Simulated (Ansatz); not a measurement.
C2H5BS2, SMILES `SCC1BS1`, relaxed with RKS PBE-D4/def2-SVP in Ansatz 0.2.0 from a rough embedded geometry. The force threshold is 0.03 eV/Å; the program also tests the step.

The species carries charge 0 and has multiplicity 1.

Start:

```xyz
10

S    -0.111   -1.810    1.200
C     0.652   -0.784   -0.099
C    -0.373    0.232   -0.651
B    -0.405    1.533    0.040
S     0.339    1.367   -1.754
H    -0.131   -0.665    2.130
H     1.578   -0.297    0.269
H     0.993   -1.508   -0.924
H    -1.337   -0.245   -0.977
H    -1.204    2.177    0.765
```

Task: How much energy does the relaxation release, and in how many steps? (Best estimate.)

Result: Computed: 121.35 kJ/mol, in 6 steps.

Task: Which bonds change most? (Estimate.)

Result: The calculation gave: B4–S5 from 1.949 to 1.756 Å; C3–S5 from 1.735 to 1.922 Å; S1–H6 from 1.475 to 1.363 Å; C3–B4 from 1.473 to 1.544 Å.

Task: Give the relaxed structure. (An estimate is asked.)

Result: Computed: 
```xyz
10

S    -0.006   -1.869    1.264
C     0.662   -0.804   -0.078
C    -0.403    0.139   -0.600
B    -0.559    1.601   -0.128
S     0.201    1.587   -1.711
H    -0.255   -0.855    2.140
H     1.559   -0.256    0.271
H     0.993   -1.523   -0.856
H    -1.275   -0.386   -1.034
H    -0.916    2.366    0.730
```
